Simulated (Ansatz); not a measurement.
Cost and result up the ladder for the cluster Ta4Si3 (7 atoms). Total charge 0; singlet. Geometry: PBE-D4/def2-SVP.

```xyz
7

Ta    0.881   -1.548   -0.278
Ta   -0.569   -1.714    1.849
Ta    1.203    0.124    1.746
Ta   -0.367   -0.166   -2.072
Si    1.203    1.107   -0.627
Si   -1.326    1.897   -1.157
Si   -1.025    0.301    0.538
```

Ansatz on 4 threads of Arm Neoverse V2 on a shared host. Times are rough, and most runs start from the orbitals of an earlier one. No level here is sound enough to serve as a yardstick. Binding counts from free atoms at the same level (Ta quartet, Si triplet; other spins of the atoms weren't run), without zero-point energy or a counterpoise term.

In the def2 sets Ta takes a core potential; there is no spin–orbit coupling. LC-ωPBE has ω = 0.4 bohr⁻¹. HSE06 is defined as in plane-wave codes, on full-range PBE exchange. No other spin state of charge 0 was run. Another isomer (triplet) lies 2.26 eV lower at PBE0-D4/def2-TZVP; other spin states weren't run for this one.

Run but left out: CCSD(T)/def2-SVP (restricted singlet, unstable towards broken spin symmetry).

```
                         level  functions  wall time  binding energy per atom (eV)                        remarks
PBE-D4/def2-TZVP (with forces)        271       10 s                          4.29  restricted SCF unstable in HF
            HSE06-D4/def2-TZVP        271       15 s                          3.85  restricted SCF unstable in HF
           r2SCAN-D4/def2-TZVP        271       22 s                          3.93  restricted SCF unstable in HF
             PBE0-D4/def2-TZVP        271       26 s                          3.82  restricted SCF unstable in HF
             LC-ωPBE/def2-TZVP        271       35 s                          3.25  restricted SCF unstable in HF
```
